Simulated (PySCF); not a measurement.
**HIS: breathing scan**

Computed with PBE0 in PySCF with I def2-TZVP with ECP28, S def2-TZVP, H def2-TZVP; scalar-relativistic core potentials, no spin–orbit coupling; density-fitted integrals.

Rigid scan from the singlet minimum (I–H 1.651 Å, I–S 2.293 Å; H–I–S 105.6°). Coordinate: all bonds to the central atom scaled together. Energies in kJ/mol from the minimum.

(1) Predict the curve at 0.88, 0.92, 0.96, 1.00, 1.04, 1.08, 1.14, 1.22, 1.35.

## Answers

(1) 
| scale of all bonds to the centre | E (kJ/mol) | dipole size (D) |
| --- | --- | --- |
| 0.88 | 138.1 | 3.52 |
| 0.92 | 53.2 | 3.74 |
| 0.96 | 11.6 | 3.92 |
| 1.00 | 0.0 | 4.05 |
| 1.04 | 8.9 | 4.13 |
| 1.08 | 31.6 | 4.18 |
| 1.14 | 80.9 | 4.17 |
| 1.22 | 159.6 | 4.06 |
| 1.35 | 289.0 | 3.70 |

At long bonds a restricted determinant can lie too high, and another spin state can fall below this curve.
